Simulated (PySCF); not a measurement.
Input file for PySCF: R-HF/STO-3G on C3H10Si (SMILES C[SiH](C)C).

```python
from pyscf import gto, scf, dft, mp
from pyscf.data.elements import chemcore

mol = gto.M(
    atom='''
    C    -0.90930555    1.52759955    0.12847254
    Si    0.05346556    0.03744984   -0.48765915
    C    -0.88296767   -1.54472888   -0.10439397
    C     1.75641037   -0.00796129    0.30291086
    H    -0.38425558    2.45848412   -0.09621936
    H    -1.89629407    1.58065335   -0.33601346
    H    -1.05208818    1.47786035    1.21086548
    H     0.21529108    0.15071499   -1.96335306
    H    -0.34551924   -2.42152879   -0.47192081
    H    -1.01937259   -1.66442529    0.97333791
    H    -1.87207124   -1.54124051   -0.56739308
    H     2.32240920    0.89798472    0.07572839
    H     1.67840100   -0.08894103    1.39001445
    H     2.33589689   -0.86192116   -0.05437674
    ''',
    basis='sto-3g',
    charge=0, spin=0, verbose=3, max_memory=1800)
mf = scf.RHF(mol)
mf.conv_tol = 1e-8
mf.max_cycle = 100
mf.kernel()
if not mf.converged:
    mf = mf.newton().run(mf.mo_coeff, mf.mo_occ)
```

Output:

```
converged SCF energy = -403.699385349546
```

The calculation finished and met its thresholds.

Cost: very roughly 0.22 core-seconds.
